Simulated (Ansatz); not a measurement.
Geometry optimisation, Ansatz, RKS PBE0/def2-SVP.

The input (input.yaml):

```yaml
crystal:
  periodic: [false, false, false]
  atoms:
    - { symbol: Sn, position_ang: [0.208386, 0.037022, -0.076049] }
    - { symbol: H, position_ang: [0.104332, -0.072764, 1.650039] }
    - { symbol: H, position_ang: [1.856831, 0.0191, -0.565264] }
    - { symbol: H, position_ang: [-0.549061, 1.477883, -0.614044] }
    - { symbol: H, position_ang: [-0.601008, -1.307229, -0.771203] }
    - { symbol: "N", position_ang: [-2.688077, -0.097654, 1.515849] }
    - { symbol: H, position_ang: [-2.808936, -0.649599, 0.66919] }
    - { symbol: H, position_ang: [-2.713053, 0.882223, 1.241385] }
    - { symbol: H, position_ang: [-1.738116, -0.288983, 1.878596] }
basis:
  gaussian: { orbitals: def2-SVP }
hamiltonian:
  xc: pbe0
relax:
  f_tol: 0.03
  max_steps: 50
```

Launched with:

```bash
$ ansatz run input.yaml --threads 1 --pin off --max-ram 2048MiB --backend cpu --events-out ev --progress --plain --runs-dir out
```

Where does it end, and by what steps?

The forces met the threshold. The force dipped under the threshold on the way, but the program's further checks kept it going. After 7 steps the energy has fallen by 0.127 eV; H9 moved furthest, 0.57 Å.

| step | energy less start (eV) | largest force component (eV/Å) | accepted |
| --- | --- | --- | --- |
| 0 | 0.0000 | 0.880 | yes |
| 1 | -0.0862 | 0.330 | yes |
| 2 | -0.1149 | 0.205 | yes |
| 3 | -0.1227 | 0.121 | yes |
| 4 | -0.1263 | 0.022 | yes |
| 5 | -0.1265 | 0.064 | yes |
| 6 | -0.1265 | 0.094 | no |
| 7 | -0.1267 | 0.004 | yes |

```xyz
9
Properties=species:S:1:pos:R:3
Sn 0.385 0.038 -0.116
H 0.570 -0.092 1.580
H 1.933 0.080 -0.849
H -0.457 1.478 -0.496
H -0.482 -1.312 -0.708
N -2.976 -0.055 1.503
H -2.920 -0.691 0.711
H -2.746 0.874 1.155
H -2.236 -0.320 2.150
```

Whether the end is a true minimum wasn't checked by a vibrational analysis.

Run time: 25 s on 1 thread of Intel(R) Xeon(R) Platinum 8488C (Sapphire Rapids), with other jobs on the host, peak memory 0.16 GiB.
